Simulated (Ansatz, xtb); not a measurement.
# C2H8Sn: where a starting geometry ends

The starting geometry of this gas-phase singlet has its atoms placed at random.

```tsv
atom	x (Å)	y (Å)	z (Å)
C	0.0904	-0.7920	-2.0212
C	1.8293	0.6443	1.5919
Sn	0.2530	-0.3736	0.4564
H	2.3359	-0.7492	0.8584
H	1.4168	-0.6184	1.3284
H	-0.9176	-1.1755	-1.2081
H	-0.9185	-2.1000	-0.2768
H	-1.6053	0.0224	-0.8590
H	1.0050	-0.7309	-1.8124
H	-0.3134	0.7862	-1.3040
H	-0.4444	1.0927	0.6665
```

Question: Guess where an optimisation with r2SCAN-D4/def2-SVP ends from this start.

Answer: It ends as `[CH3][SnH2][CH3]`. Distances that change by over a tenth: C1–H9 (0.94 → 1.10 Å), Sn3–H4 (2.15 → 2.74 Å), Sn3–H6 (2.19 → 2.74 Å), Sn3–H10 (2.18 → 2.74 Å). Contacts that open: Sn3–H5 (1.47 → 2.74 Å). Contacts that close: C1–Sn3 (2.52 → 2.16 Å), C1–H6 (1.35 → 1.10 Å), C1–H10 (1.78 → 1.10 Å), C2–H4 (1.65 → 1.10 Å), C2–H5 (1.35 → 1.10 Å), C2–H7 (4.31 → 1.10 Å), Sn3–H8 (2.31 → 1.72 Å).

The energy falls by 22.08 eV over 33 steps:

```json
{"step": "1", "E − E(last) (eV)": "22.084"}
{"step": "5", "E − E(last) (eV)": "7.928"}
{"step": "8", "E − E(last) (eV)": "5.927"}
{"step": "12", "E − E(last) (eV)": "4.978"}
{"step": "15", "E − E(last) (eV)": "2.962"}
{"step": "19", "E − E(last) (eV)": "0.153"}
{"step": "22", "E − E(last) (eV)": "0.021"}
{"step": "26", "E − E(last) (eV)": "0.003"}
{"step": "29", "E − E(last) (eV)": "0.000"}
{"step": "33", "E − E(last) (eV)": "0.000"}
```

Final geometry (Å):

```xyz
11

C     0.1444   -0.0743   -2.0187
C     0.9367   -1.1195    1.2588
Sn   -0.3652    0.1268    0.0697
H     1.9842   -0.8149    1.1156
H     0.6851   -1.0299    2.3258
H     0.0331   -1.1220   -2.3345
H     0.8296   -2.1721    0.9571
H    -2.0012   -0.3471    0.3162
H     1.1866    0.2364   -2.1844
H    -0.5139    0.5531   -2.6370
H    -0.1882    1.7695    0.5515
```

From the same start GFN2-xTB ends elsewhere, in pieces: CH4Sn + CH4.

From so rough a start the end depends on the optimiser's path, so another program may land elsewhere. No frequencies were run, so the end isn't proven a minimum. Atoms past krypton carry core potentials, without spin–orbit terms. Run with Ansatz 0.2.0, 2.9 min on 2 threads of AMD EPYC (Zen 3), on a shared host.
